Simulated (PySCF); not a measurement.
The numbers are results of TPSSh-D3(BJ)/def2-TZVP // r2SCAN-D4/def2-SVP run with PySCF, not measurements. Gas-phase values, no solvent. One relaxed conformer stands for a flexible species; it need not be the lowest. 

Reference species: [Hf(NH2)3(H)] (neutral, multiplicity 1).

The mean distance from the central atom to its bonded neighbours is 1.998 Å and the coordination number is 4. The LUMO is -0.25 eV. The HOMO comes out as -6.38 eV.

After one change: the mean distance from the central atom to its bonded neighbours decreases by 0.051 Å; the coordination number hardly moves; the LUMO drops by 0.93 eV; the HOMO falls by 0.42 eV.

Q: What was changed between the two runs? The new species is one of these.
A) [Hf(NH2)(H)3]
B) [Hf(NH2)2(H)2]
C) [Hf(H)4]

A: B, [Hf(NH2)2(H)2]
